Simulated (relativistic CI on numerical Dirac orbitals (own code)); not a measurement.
## Calculated levels, Fe XVII

These numbers are calculated, not measured: Dirac-Coulomb-Breit CI, separate exchange-only KLI orbitals for each configuration, model QED (radiative potential, 1s self-energy scaled to tabulated hydrogen-like ionisation energies), unscaled Slater integrals (own radial code, finite nucleus).

Configurations in the expansion (outside the closed core 1s2): 2s2 2p6, 2s2 2p5 3s, 2s2 2p5 3p, 2s2 2p5 3d, 2s 2p6 3s, 2s 2p6 3p, 2s 2p6 3d, 2s2 2p5 4s, 2s2 2p5 4p, 2s2 2p5 4d, 2s2 2p5 4f, 2s2 2p5 5s, 2s2 2p4 3s2, 2s2 2p5 5p, 2s 2p6 4s, 2s2 2p5 5d, 2s2 2p5 5f, 2s2 2p5 5g, 2s 2p6 4p, 2s2 2p4 3s 3p, 2s 2p6 4d, 2s 2p6 4f, 2s2 2p4 3p2, 2s2 2p4 3s 3d, 2s2 2p4 3p 3d, 2s 2p5 3s2, 2s 2p5 3s 3p, 2s 2p6 5s, 2s2 2p4 3d2, 2s 2p6 5p, 2s 2p6 5d, 2s 2p6 5f, 2s 2p6 5g, 2s 2p5 3p2, 2s 2p5 3s 3d, 2s 2p5 3p 3d. Levels of other configurations are missing.

| No. | Configuration | Term | J | E (Ry) | % | Landé g |
| --- | --- | --- | --- | --- | --- | --- |
| 1 | 2s2 2p6 | 1S | 0 | 0.0000 | 100 |  |
| 2 | 2s2 2p5 3s | 3P° | 2 | 53.2367 | 100 | 1.498 |
| 3 | 2s2 2p5 3s | 1P° | 1 | 53.3789 | 54 | 1.225 |
| 4 | 2s2 2p5 3s | 3P° | 0 | 54.1647 | 100 |  |
| 5 | 2s2 2p5 3s | 3P° | 1 | 54.2544 | 54 | 1.269 |
| 6 | 2s2 2p5 3p | 3S | 1 | 55.4614 | 81 | 1.899 |
| 7 | 2s2 2p5 3p | 3D | 2 | 55.7271 | 59 | 1.152 |
| 8 | 2s2 2p5 3p | 3D | 3 | 55.8448 | 100 | 1.332 |
| 9 | 2s2 2p5 3p | 1P | 1 | 55.9303 | 50 | 1.008 |
| 10 | 2s2 2p5 3p | 3P | 2 | 56.0632 | 68 | 1.337 |
| 11 | 2s2 2p5 3p | 3P | 0 | 56.4721 | 94 |  |
| 12 | 2s2 2p5 3p | 3D | 1 | 56.6151 | 67 | 0.671 |
| 13 | 2s2 2p5 3p | 3P | 1 | 56.8531 | 63 | 1.414 |
| 14 | 2s2 2p5 3p | 3D | 2 | 56.8810 | 41 | 1.172 |
| 15 | 2s2 2p5 3p | 1S | 0 | 57.9576 | 94 |  |
| 16 | 2s2 2p5 3d | 3P° | 0 | 58.8675 | 99 |  |
| 17 | 2s2 2p5 3d | 3P° | 1 | 58.9390 | 92 | 1.423 |
| 18 | 2s2 2p5 3d | 3P° | 2 | 59.0754 | 73 | 1.394 |
| 19 | 2s2 2p5 3d | 3F° | 4 | 59.0812 | 100 | 1.249 |
| 20 | 2s2 2p5 3d | 3F° | 3 | 59.1406 | 65 | 1.072 |
| 21 | 2s2 2p5 3d | 1D° | 2 | 59.2712 | 40 | 0.917 |
| 22 | 2s2 2p5 3d | 3D° | 3 | 59.3515 | 64 | 1.213 |
| 23 | 2s2 2p5 3d | 3D° | 1 | 59.7060 | 76 | 0.646 |
| 24 | 2s2 2p5 3d | 3F° | 2 | 60.0673 | 63 | 0.805 |
| 25 | 2s2 2p5 3d | 3D° | 2 | 60.1277 | 49 | 1.212 |
| 26 | 2s2 2p5 3d | 1F° | 3 | 60.1672 | 37 | 1.127 |
| 27 | 2s2 2p5 3d | 1P° | 1 | 60.7352 | 79 | 0.930 |
| 28 | 2s 2p6 3s | 3S | 1 | 63.2247 | 99 | 1.999 |
| 29 | 2s 2p6 3s | 1S | 0 | 63.7053 | 100 |  |
| 30 | 2s 2p6 3p | 3P° | 0 | 65.6532 | 99 |  |

Energies count from the lowest computed level; ° marks odd parity.

The mean weight of the leading LS term, summed over parents, in these 30 levels is 75 %, and that of the leading jj configuration (from the same eigenvectors) 89 %, so jj coupling describes them better and the LS labels are nominal.

At this charge energies of transitions that change n are usually good to better than 1 %, and those within a shell (Δn = 0) to a few per cent.

LS names give the leading component of a level, which can be under half, so a name can repeat, a term be missing and a line seem to break the LS rules.
